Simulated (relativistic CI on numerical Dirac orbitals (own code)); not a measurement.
Energy levels of Zn X

Method of calculation: Dirac-Coulomb-Breit CI, separate exchange-only KLI orbitals for each configuration, model QED (radiative potential, 1s self-energy scaled to tabulated hydrogen-like ionisation energies), unscaled Slater integrals (own radial code, finite nucleus).

Configuration list (outside the closed core [Ne]): 3s2.3p6.3d3, 3s2.3p5.3d4, 3s.3p6.3d4, 3s2.3p6.3d2.4s, 3s2.3p6.3d2.4p, 3s2.3p6.3d2.4d, 3s2.3p6.3d.4s.4p, 3s2.3p6.3d2.4f, 3s2.3p6.3d2.5s, 3s2.3p6.3d2.5p, 3s2.3p5.3d3.4s, 3s2.3p6.3d.4p.4d, 3s2.3p6.3d2.5d, 3s2.3p5.3d3.4p, 3s2.3p6.3d2.5f, 3s2.3p6.3d2.5g, 3s2.3p6.3d2.6s, 3s2.3p6.3d2.6p, 3s2.3p6.3d2.6d, 3s2.3p5.3d3.4d, 3s.3p6.3d3.4s, 3s2.3p5.3d3.4f, 3s.3p6.3d3.4p, 3s2.3p5.3d3.5p, 3p6.3d5, 3p5.3d6, 3s2.3p6.3d.4s2, 3s2.3p6.4s2.4p, 3s2.3p6.4s2.4d, 3s2.3p6.4s2.4f, 3s2.3p6.3d.4p2, 3s2.3p6.4s.4p2, 3s2.3p6.4p3, 3s2.3p6.4p2.4d, 3s2.3p6.4p2.4f, 3s2.3p6.3d.4s.4d, 3s2.3p6.4s.4p.4d, 3s2.3p6.4s.4d2, 3s2.3p6.4s.4d.4f, 3s2.3p6.3d.4d2, 3s2.3p6.4p.4d2, 3s2.3p6.4d3, 3s2.3p6.4d2.4f, 3s.3p6.3d2.4s2, 3s.3p6.3d.4s2.4p, 3s.3p6.3d.4s2.4d, 3s.3p6.3d.4s2.4f. Double excitations out of closed p, d and f shells are left out; levels of such configurations are missing from the list, as are those of other unlisted configurations, and high levels can miss mixing partners. These lack a partner that the ground configuration has and come out too high: 3s2.3p5.3d3.4s, 3s2.3p5.3d3.4p, 3s2.3p5.3d3.4d, 3s2.3p5.3d3.4f, 3s2.3p5.3d3.5p.

The lowest level is 3s2.3p6.3d3 4F_3/2, with 99 % of that term; Hund's rules for 3s2.3p6.3d3 give 4F with J = 3/2, in agreement.

| No. | Configuration | Term | J | E (cm⁻¹) | % | jj configuration (%) |
| --- | --- | --- | --- | --- | --- | --- |
| 1 | 3s2.3p6.3d3 | 4F | 3/2 | 0 | 99 | 3d3/2^3 (40) |
| 2 | 3s2.3p6.3d3 | 4F | 5/2 | 1557 | 99 | 3d3/2^2 3d5/2 (78) |
| 3 | 3s2.3p6.3d3 | 4F | 7/2 | 3546 | 99 | 3d3/2 3d5/2^2 (76) |
| 4 | 3s2.3p6.3d3 | 4F | 9/2 | 5842 | 99 | 3d3/2 3d5/2^2 (48) |
| 5 | 3s2.3p6.3d3 | 4P | 1/2 | 30859 | 97 | 3d3/2^2 3d5/2 (68) |
| 6 | 3s2.3p6.3d3 | 4P | 3/2 | 31219 | 93 | 3d3/2^2 3d5/2 (52) |
| 7 | 3s2.3p6.3d3 | 4P | 5/2 | 33435 | 99 | 3d3/2 3d5/2^2 (63) |
| 8 | 3s2.3p6.3d3 | 2G | 7/2 | 33836 | 99 | 3d3/2 3d5/2^2 (50) |
| 9 | 3s2.3p6.3d3 | 2G | 9/2 | 35560 | 91 | 3d3/2^2 3d5/2 (59) |
| 10 | 3s2.3p6.3d3 | 2D | 3/2 | 43739 | 52 | 3d3/2 3d5/2^2 (54) |
| 11 | 3s2.3p6.3d3 | 2P | 1/2 | 45129 | 97 | 3d3/2 3d5/2^2 (68) |
| 12 | 3s2.3p6.3d3 | 2H | 9/2 | 46418 | 92 | 3d3/2 3d5/2^2 (49) |
| 13 | 3s2.3p6.3d3 | 2H | 11/2 | 47395 | 100 | 3d3/2 3d5/2^2 (100) |
| 14 | 3s2.3p6.3d3 | 2D | 5/2 | 49057 | 99 | 3d3/2 3d5/2^2 (54) |
| 15 | 3s2.3p6.3d3 | 2P | 3/2 | 50452 | 52 | 3d5/2^3 (80) |
| 16 | 3s2.3p6.3d3 | 2F | 7/2 | 74948 | 99 | 3d3/2 3d5/2^2 (73) |
| 17 | 3s2.3p6.3d3 | 2F | 5/2 | 75952 | 99 | 3d3/2 3d5/2^2 (53) |
| 18 | 3s2.3p6.3d3 | 2D | 5/2 | 118319 | 99 | 3d3/2^2 3d5/2 (52) |
| 19 | 3s2.3p6.3d3 | 2D | 3/2 | 119154 | 99 | 3d3/2 3d5/2^2 (87) |
| 20 | 3p5.3d4(5D) | 6D° | 9/2 | 526913 | 97 | 3p3/2^3 3d3/2 3d5/2^3 (40) |
| 21 | 3p5.3d4(5D) | 6D° | 7/2 | 527433 | 95 | 3p3/2^3 3d3/2^2 3d5/2^2 (47) |
| 22 | 3p5.3d4(5D) | 6D° | 5/2 | 528664 | 95 | 3p3/2^3 3d3/2^3 3d5/2 (29) |
| 23 | 3p5.3d4(5D) | 6D° | 3/2 | 530172 | 96 | 3p3/2^3 3d3/2^2 3d5/2^2 (35) |
| 24 | 3p5.3d4(5D) | 6D° | 1/2 | 531438 | 98 | 3p3/2^3 3d3/2^3 3d5/2 (24) |
| 25 | 3p5.3d4(5D) | 6F° | 11/2 | 561622 | 99 | 3p3/2^3 3d3/2 3d5/2^3 (44) |
| 26 | 3p5.3d4(5D) | 6F° | 9/2 | 566953 | 94 | 3p3/2^3 3d3/2^2 3d5/2^2 (37) |
| 27 | 3p5.3d4(5D) | 6F° | 7/2 | 570824 | 89 | 3p3/2^3 3d3/2^2 3d5/2^2 (41) |
| 28 | 3p5.3d4(5D) | 6F° | 5/2 | 573425 | 80 | 3p3/2^3 3d3/2^2 3d5/2^2 (27) |
| 29 | 3p5.3d4(5D) | 6F° | 3/2 | 574869 | 68 | 3p3/2^3 3d3/2 3d5/2^3 (25) |
| 30 | 3p5.3d4(5D) | 6F° | 1/2 | 575430 | 59 | 3p3/2^3 3d3/2^2 3d5/2^2 (30) |

Energies count from the lowest computed level; ° marks odd parity. Percentages are summed over parent terms; the parents shown are those of the largest component, closed shells are left out there. Filled j subshells are mostly left out of the jj labels.

The mean weight of the leading LS term, summed over parents, in these 30 levels is 91 %, and that of the leading jj configuration (from the same eigenvectors) 53 %, so LS coupling describes them better.

At this charge energies of transitions that change n are usually good to better than 1 %, and those within a shell (Δn = 0) to a few per cent. Terms inside the open d or f shell come out 10 to 20 % too wide with unscaled integrals.

Landé's interval rule says that E(J) − E(J−1) = AJ with one A. For the ground term the intervals give A = 622.9, 568.2, 510.2 cm⁻¹ for J = 5/2, 7/2, 9/2; the multiplet is regular.

LS names give the leading component of a level, which can be under half, so a name can repeat, a term be missing and a line seem to break the LS rules.
